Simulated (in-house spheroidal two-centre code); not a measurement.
Computed with a spheroidal two-centre code. Model: one electron and two fixed point charges, non-relativistic, separated in prolate spheroidal coordinates (energies exact to about nine digits).

With r1 and r2 the distances to the charges and R their separation, ξ = (r1 + r2)/R and η = (r1 − r2)/R; m is the angular momentum about the axis. The force apart is −d(total energy)/dR, and minima and barriers are those of the total energy. The separation constant A is the eigenvalue of −d/dη(1−η²)d/dη + m²/(1−η²) − p²η² − R(Z2−Z1)η, with p² = −E R²/2 and E the electronic energy.

Command:
```bash
python run_two.py task.json out
```
Settings:
```
Z1                     1
Z2                     1
xi_nodes               1
eta_nodes              0
m                      2
```

Run time, properties included: 1.1 s on 1 thread of Intel(R) Xeon(R) Processor @ 2.30GHz (shared host).

**Energy curve, total energy includes the repulsion of the charges.**

Given: first charge 1; second charge 1; united atom label 4d delta g; nodes in ξ 1; nodes in η 0.

Computed: united atom energy -0.125 hartree.

```csv
distance (bohr),electronic energy (hartree),total energy (hartree),kinetic energy (hartree),force apart (hartree/bohr)
1.29,-0.123181124,0.652012675,0.11982,0.59832
1.73,-0.121906824,0.456127858,0.11645,0.33097
2.32,?,?,?,?
3.1,-0.116911125,0.205669521,0.10466,0.10011
4.16,-0.112656851,0.127727765,0.095904,0.053758
5.57,-0.107087661,0.0724455527,0.085699,0.028392
7.46,-0.100204177,0.0338440807,0.074588,0.014535
10,-0.0921883751,0.00781162493,0.063295,0.0071106
12.5,-0.0855480253,-0.00554802526,0.055072,0.0039619
15,-0.0799272564,-0.0132605898,0.048856,0.0023731
17.5,-0.0751342228,-0.0179913657,0.044107,0.0014923
20,-0.0710188318,-0.0210188318,0.040481,0.00097312
22.5,-0.0674668711,-0.0230224266,0.037757,0.00065488
25,-0.0643914772,-0.0243914772,0.035783,0.00045568
27.5,-0.0617254113,-0.025361775,0.034443,0.00033021
30,-0.0594145016,-0.0260811683,0.033624,0.00025142
32.5,-0.0574123255,-0.0266430947,0.033204,0.00020189
35,-0.0556765804,-0.0271051518,0.033053,0.00016994
37.5,-0.0541676021,-0.0275009355,0.033046,0.00014786
40,-0.0528487559,-0.0278487559,0.033089,0.000131
42.5,-0.0516876088,-0.0281581971,0.033126,0.00011689
45,-0.0506567705,-0.0284345483,0.033133,0.00010442
47.5,-0.0497339563,-0.0286813247,0.033108,9.3192e-05
50,-0.0489014361,-0.0289014361,0.033055,8.3077e-05
52.5,-0.0481452178,-0.0290975987,0.032984,7.4026e-05
55,-0.0474542312,-0.029272413,0.032902,6.5989e-05
57.5,-0.0468196344,-0.02942833,0.032815,5.8895e-05
60,?,?,?,?
70.6,-0.0441803413,-0.0300160354,0.032395,3.3695e-05
83,-0.0423972062,-0.0303490134,0.032113,2.1248e-05
97.7,-0.0408317895,-0.030596375,0.031889,1.3234e-05
115,-0.0394728232,-0.030777171,0.03172,8.1955e-06
135,-0.0383142383,-0.0309068309,0.031595,5.0939e-06
159,-0.0372922353,-0.0310029271,0.0315,3.1253e-06
187,-0.0364193685,-0.0310717749,0.031431,1.9212e-06
220,-0.0356670474,-0.0311215929,0.031381,1.1781e-06
```

**Question.** What belongs in the row 2.32?

**Answer.** electronic energy (hartree): -0.11989028; total energy (hartree): 0.311144203; kinetic energy (hartree): 0.11145; force apart (hartree/bohr): 0.18215.

**Question.** What belongs in the row 60?

**Answer.** electronic energy (hartree): -0.0462342731; total energy (hartree): -0.0295676064; kinetic energy (hartree): 0.032727; force apart (hartree/bohr): 5.2661e-05.

**Where the electron sits, z along the axis from the midpoint, the separation constant A tends to l(l+1) at zero distance; at short distance the term in R(Z2−Z1)η can raise or lower it, and at long distance it falls (p² = -ER²/2).**

```json
{"distance (bohr)": "0.718", "mean z squared (bohr²)": "18.219", "mean squared distance from axis (bohr²)": "109.12", "separation constant": "5.9954"}
{"distance (bohr)": "1.29", "mean z squared (bohr²)": "18.68", "mean squared distance from axis (bohr²)": "111.44", "separation constant": "5.9853"}
{"distance (bohr)": "2.32", "mean z squared (bohr²)": "20.013", "mean squared distance from axis (bohr²)": "117.95", "separation constant": "5.9537"}
{"distance (bohr)": "4.16", "mean z squared (bohr²)": "23.514", "mean squared distance from axis (bohr²)": "133.86", "separation constant": "5.8589"}
{"distance (bohr)": "7.46", "mean z squared (bohr²)": "32.349", "mean squared distance from axis (bohr²)": "167.87", "separation constant": "5.5857"}
{"distance (bohr)": "12.5", "mean z squared (bohr²)": "52.28", "mean squared distance from axis (bohr²)": "223.08", "separation constant": "4.9464"}
{"distance (bohr)": "17.5", "mean z squared (bohr²)": "83.089", "mean squared distance from axis (bohr²)": "275.58", "separation constant": "4.0332"}
{"distance (bohr)": "22.5", "mean z squared (bohr²)": "131.83", "mean squared distance from axis (bohr²)": "320.03", "separation constant": "2.7604"}
{"distance (bohr)": "27.5", "mean z squared (bohr²)": "208.24", "mean squared distance from axis (bohr²)": "350.16", "separation constant": "0.97449"}
{"distance (bohr)": "32.5", "mean z squared (bohr²)": "319.19", "mean squared distance from axis (bohr²)": "362.53", "separation constant": "-1.5325"}
{"distance (bohr)": "37.5", "mean z squared (bohr²)": "459.52", "mean squared distance from axis (bohr²)": "361.71", "separation constant": "-4.943"}
{"distance (bohr)": "42.5", "mean z squared (bohr²)": "615.98", "mean squared distance from axis (bohr²)": "356.6", "separation constant": "-9.327"}
{"distance (bohr)": "47.5", "mean z squared (bohr²)": "?", "mean squared distance from axis (bohr²)": "?", "separation constant": "?"}
{"distance (bohr)": "52.5", "mean z squared (bohr²)": "951.98", "mean squared distance from axis (bohr²)": "349.85", "separation constant": "-20.885"}
{"distance (bohr)": "57.5", "mean z squared (bohr²)": "1132", "mean squared distance from axis (bohr²)": "348.48", "separation constant": "-27.966"}
{"distance (bohr)": "70.6", "mean z squared (bohr²)": "?", "mean squared distance from axis (bohr²)": "?", "separation constant": "?"}
{"distance (bohr)": "97.7", "mean z squared (bohr²)": "2983.6", "mean squared distance from axis (bohr²)": "345.21", "separation constant": "-114.31"}
{"distance (bohr)": "135", "mean z squared (bohr²)": "5399.2", "mean squared distance from axis (bohr²)": "343.37", "separation constant": "-240.16"}
{"distance (bohr)": "187", "mean z squared (bohr²)": "9914.1", "mean squared distance from axis (bohr²)": "341.66", "separation constant": "-488.47"}
```

**Question.** What belongs in the row 47.5?

**Answer.** mean z squared (bohr²): 780.47; mean squared distance from axis (bohr²): 352.37; separation constant: -14.658.

**Question.** What belongs in the row 70.6?

**Answer.** mean z squared (bohr²): 1652.7; mean squared distance from axis (bohr²): 346.94; separation constant: -50.418.
